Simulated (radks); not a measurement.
Values are calculated unless marked as measured or tabulated.
Ir XLVI, 32 electrons, occupied as [Ar] 3d10 4s2 4p2. Level of theory: Dirac Kohn-Sham, PBE, spin-unpolarised, spherical densities, point nucleus; open shells are shared between the two j in proportion to 2j + 1 (a radial shooting solver on a logarithmic mesh with Libxc functionals).

Normalised radial functions P(r) = r R(r) (large component), r in bohr:

r,3p1/2
0.00134,0.0552
0.001703,0.0716
0.002165,0.0938
0.002731,0.1228
0.003472,0.1634
0.004413,0.2188
0.00561,0.2940
0.007132,0.3948
0.009067,0.5273
0.01153,0.6960
0.01465,0.9003
0.01863,1.1290
0.02368,1.3519
0.02986,1.5085
0.03796,1.5247
0.04826,1.2876
0.06135,0.7115
0.07799,-0.2001
0.09915,-1.2826
0.126,-2.2050
0.1602,-2.6008
0.2037,-2.3115
0.259,-1.5474
0.3292,-0.7520
0.4151,-0.2600
0.5278,-0.0544
0.6709,-0.0063
0.8529,-0.0003
1.084,0.0000

3p1/2: eigenvalue -5005.3 eV, 1 radial node at r = 0.0744 bohr, <r> = 0.177 bohr, 90 % of the charge inside 0.265 bohr.
